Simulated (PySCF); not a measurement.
# Molecular orbitals of RbP

PBE at R = 3.197 Å; Rb def2-SVPD with ECP28, P def2-SVPD; scalar-relativistic core potentials (PySCF 2.14). State: ³Σ⁻ (triplet), unpaired electrons π ↑↑. Only the outer orbitals are listed, counted within each symmetry, core potentials removing the inner ones.

```
spin  orbital  occ.  ε (eV)  on Rb (%)           main shells (%)
   α       4σ     1  -32.33        100                  100 Rb s
   α       2π     1  -16.12        100                  100 Rb p
   α       2π     1  -16.12        100                  100 Rb p
   α       5σ     1  -15.98         98                   98 Rb p
   α       6σ     1  -11.93          2                    98 P s
   α       3π     1   -4.15          6                    94 P p
   α       3π     1   -4.15          6                    94 P p
   α       7σ     1   -3.60         16           84 P p, 14 Rb s
   α       8σ     0   -1.78         92   82 Rb s, 10 Rb p, 8 P p
   α       4π     0   -0.45         99                   93 Rb p
   α       4π     0   -0.45         99                   93 Rb p
   β       4σ     1  -32.34        100                  100 Rb s
   β       2π     1  -16.14        100                  100 Rb p
   β       2π     1  -16.14        100                  100 Rb p
   β       5σ     1  -15.98         99                   99 Rb p
   β       6σ     1  -10.16          2                    98 P s
   β       7σ     1   -2.93         32           68 P p, 31 Rb s
   β       3π     0   -2.15         16            84 P p, 9 Rb d
   β       3π     0   -2.15         16            84 P p, 9 Rb d
   β       8σ     0   -1.78         78  62 Rb s, 20 P p, 16 Rb p
```

Question: Which are the highest filled and the lowest empty level, where do they sit, and how wide is the gap?

Answer: Highest filled β 7σ at -2.93 eV (in %: 68 P p, 31 Rb s); lowest empty β 3π at -2.15 eV (in %: 84 P p, 9 Rb d); the gap at PBE is 0.78 eV.

The bond order (Mayer) is 0.95, the ⟨S²⟩ is 2.043 and the charge on Rb (Mulliken, basis-dependent) is 0.40. The charge on Rb (Löwdin, basis-dependent) is 0.33, the dipole moment (positive dipole means Rb(−)P(+)) is -7.71 D and the polarisability along the bond is 226.9 bohr³. The polarisability across the bond is 87.0 bohr³.

Spin–orbit coupling is left out. The state was picked by a PBE0 search and need not be the measured ground state.
